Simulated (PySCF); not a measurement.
Isomers of C7H15NO, one GFN2-xTB conformer each. Single-point energies are computed at PBE0/pcSseg-1 (PySCF, gas phase, no added dispersion term), electronic only.

Question: Rank them by PBE0/pcSseg-1 energy, lowest first (kcal/mol).
A. `[CH3:1][C:2](=[O:3])[NH:4][CH2:5][CH2:6][CH:7]([CH3:8])[CH3:9]` with C1–C2–N4–C5 177°, C2–N4–C5–C6 -115°, N4–C5–C6–C7 -179°, C5–C6–C7–C8 -70°
B. `[CH3:1][CH2:2][C:3](=[O:4])[N:5]([CH3:6])[CH:7]([CH3:8])[CH3:9]` with C1–C2–C3–O4 -2°, C2–C3–N5–C6 -1°, C3–N5–C7–C8 115°
C. `[CH3:1][N:2]([CH3:3])[C:4](=[O:5])[C:6]([CH3:7])([CH3:8])[CH3:9]` with C1–N2–C4–O5 180°
D. `[CH3:1][O:2][CH2:3][C@H:4]1[CH2:5][CH2:6][CH2:7][NH:8][CH2:9]1` with C1–O2–C3–C4 -178°, O2–C3–C4–C5 65°, C3–C4–C5–C6 178°, C4–C5–C6–C7 -55°, C5–C6–C7–N8 56°, C6–C7–N8–C9 -56°
E. `[CH3:1][CH:2]([CH3:3])[C:4]([CH3:5])([CH3:6])[NH:7][CH:8]=[O:9]` with C1–C2–C4–C5 -54°, C2–C4–N7–C8 -176°, C4–N7–C8–O9 2°
F. `[CH3:1][CH2:2][C:3](=[O:4])[N:5]([CH2:6][CH3:7])[CH2:8][CH3:9]` with C1–C2–C3–O4 -5°, C2–C3–N5–C6 180°, C3–N5–C6–C7 -92°, C3–N5–C8–C9 -93° (N,N-diethylpropionamide)
G. `[CH2:1]=[CH:2][C@@H:3]([O:4][CH3:5])[C@@H:6]([CH3:7])[CH2:8][NH2:9]` with C1–C2–C3–O4 123°, C2–C3–O4–C5 -69°, C2–C3–C6–C7 56°, C3–C6–C8–N9 173°, C6–C8–N9–H -63° and 179°

Answer: A (0.0), F (4.7), B (5.4), E (5.8), C (12.6), D (29.4), G (47.8).

As drawn, the lowest has a C=O bond and a C(=O)–N unit, which the highest lacks; the highest has a C=C bond outside aromatic rings, which the lowest lacks. Neighbours under 2.5 kcal/mol apart (CCC(=O)N(CC)CC and CCC(=O)N(C)C(C)C; CCC(=O)N(C)C(C)C and CC(C)C(C)(C)NC=O) can change places with a better method, another conformer or zero-point energy. GFN2-xTB itself gives, in the same order: 1.7, 0.8, 0.0, 6.2, 5.8, 13.9, 47.8. GFN2-xTB puts CCC(=O)N(C)C(C)C lowest instead; measured from each level's own lowest isomer, the values differ by up to 15.5 kcal/mol (COC[C@H]1CCCNC1: 13.9 against 29.4).

Q: Which frontier levels, dipoles and rotational constants go with these structures?

A: 
```csv
SMILES,"HOMO (eV, PBE0/pcSseg-1)",LUMO (eV),dipole (D),"A, B, C (MHz)"
CC(=O)NCCC(C)C,-7.19,1.00,3.76,"3830, 634.1, 581.7"
CCC(=O)N(CC)CC,-6.78,0.99,3.74,"1973, 1213, 844.8"
CCC(=O)N(C)C(C)C,-6.77,1.03,3.65,"2985, 941.9, 860.1"
CC(C)C(C)(C)NC=O,-7.21,0.86,3.89,"2772, 1092, 978.0"
CN(C)C(=O)C(C)(C)C,-6.83,0.89,3.61,"2362, 1298, 1045"
COC[C@H]1CCCNC1,-6.15,1.50,1.11,"3929, 828.9, 724.4"
C=C[C@@H](OC)[C@@H](C)CN,-6.55,0.19,1.26,"2197, 1083, 776.3"
```
